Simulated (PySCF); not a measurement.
# Correlation energy of Hf²⁹⁺ (hafnium, charge +29)

Starting occupation: [Kr] 4d7, 4d3/2 with m_j = -3/2, -1/2, +1/2, +3/2, 4d5/2 with m_j = +1/2, +3/2, +5/2. All numbers are calculated (PySCF 2.14, X2C-1e with screened-nucleus spin-orbit coupling, Gaussian nucleus, in an uncontracted even-tempered set (17 s from 2.6 bohr⁻², ratio 2.8; 14 p from 3.4 bohr⁻², ratio 2.8; 9 d from 3.4 bohr⁻², ratio 2.8; 3 f from 15 bohr⁻², ratio 3)). Frozen: [Ar] 3d10; 15 electrons correlated; the 92 highest virtual spinors left out.

MP2 pair energies summed by pair of shells (mhartree):

| pair | energy | share (%) |
| --- | --- | --- |
| 4d3/2-4d5/2 | -66.33 | 18.4 |
| 4d5/2-4p3/2 | -65.00 | 18.0 |
| 4d3/2-4p3/2 | -63.32 | 17.5 |
| 4d3/2-4d3/2 | -42.50 | 11.8 |
| 4p3/2-4p3/2 | -23.19 | 6.4 |
| 4p1/2-4p3/2 | -16.19 | 4.5 |
| 4d5/2-4d5/2 | -13.88 | 3.8 |
| 4p3/2-4s1/2 | -13.67 | 3.8 |
| 4d3/2-4s1/2 | -12.74 | 3.5 |
| 4d3/2-4p1/2 | -12.30 | 3.4 |
| 4d5/2-4p1/2 | -9.39 | 2.6 |
| 4d5/2-4s1/2 | -8.97 | 2.5 |
| 4p1/2-4s1/2 | -5.95 | 1.6 |
| 4p1/2-4p1/2 | -4.55 | 1.3 |
| 4s1/2-4s1/2 | -3.26 | 0.9 |

Total MP2 correlation energy: -361.23 mhartree.

At this charge the one-electron X2C treatment keeps the bare 1/r₁₂, with no two-electron picture change or Breit term. The effect here is smaller than on the frozen 1s shell.
